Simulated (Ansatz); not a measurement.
Consider the ligand exchange at the Hf–O bond: `[OH][Hf]([OH])([F])[F]` + H₂S → `[OH][Hf]([F])([F])[SH]` + H₂O.

Isolated molecules relaxed with PBE0-D4/def2-TZVP in Ansatz; ΔE leaves out vibrations. CBS: MP2 limit from def2 TZ/QZ plus the TZ coupled-cluster correction, frozen cores. This one scheme is used for every species. DFT in def2-TZVPP. def2 core potentials past Kr. For Hf outer-core shells are correlated without core-valence functions, which leaves a few kJ/mol of doubt a bond. One conformer a species, not always the lowest.

CCSD(T)/CBS gives +0.39 eV.

Question: Another level gave +0.44 eV. Which?
A. PBE0-D4/def2-TZVPP
B. CCSD/def2-TZVPP
C. CAM-B3LYP/def2-TZVPP
D. r2SCAN-D4/def2-TZVPP

Answer: B. CCSD/def2-TZVPP 0.44, r2SCAN-D4 0.38, CAM-B3LYP 0.54, PBE0-D4 0.34 eV.

Largest T1 diagnostic among the species: 0.016.

In def2-TZVPP, CCSD(T) changes the Hartree–Fock value by −0.11 eV (the triples alone add −0.04 eV) and MP2 by −0.13 eV. Leaving LDA and LC-ωPBE aside and taking each functional with its dispersion term where it has one, the values, not all of them listed here, spread over 0.19 eV, from HSE06-D4 to CAM-B3LYP-D4. At CCSD(T), def2-SVP lies +0.26 eV from the extrapolated value and def2-TZVPP +0.02 eV.
